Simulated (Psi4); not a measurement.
Relaxed torsion scan: SMILES C=Cc1ccc(OC)s1 (C7H8OS). Scanned: dihedral S9–C6–O7–C8; all other coordinates were relaxed at GFN2-xTB. Points at φ and −φ are mirror images.

Geometry of the scan point at 20° (Å):
```
17

C     -2.8435     1.4717    -0.5691
C     -2.5641     0.2637    -0.0875
C     -1.2451    -0.2636     0.1174
C     -0.9027    -1.4962     0.6008
C      0.4840    -1.7128     0.6988
C      1.2114    -0.6341     0.2872
O      2.5526    -0.5860     0.2134
C      3.1372     0.6912     0.0976
S      0.1879     0.6684    -0.2476
H     -3.8561     1.8097    -0.6979
H     -2.0613     2.1585    -0.8484
H     -3.3621    -0.4150     0.1872
H     -1.6341    -2.2307     0.8881
H      0.9371    -2.6172     1.0591
H      2.8483     1.1693    -0.8446
H      2.8411     1.3383     0.9289
H      4.2138     0.5347     0.1150
```

Method: Psi4 1.11 with PBE-D3(BJ)/def2-SVP // GFN2-xTB.

Scanned values (°): -160, -140, -120, -100, -80, -60, -40, -20, 0, 20, 40, 60, 80, 100, 120, 140, 160, 180.

Problem. Locate the minima and the barriers on this grid.

Solution. Lower than their neighbours: 0° (0.0 kcal/mol), 180° (0.0 kcal/mol). Higher than their neighbours: -100° (2.8 kcal/mol), 100° (2.8 kcal/mol). The whole profile spans 2.8 kcal/mol.
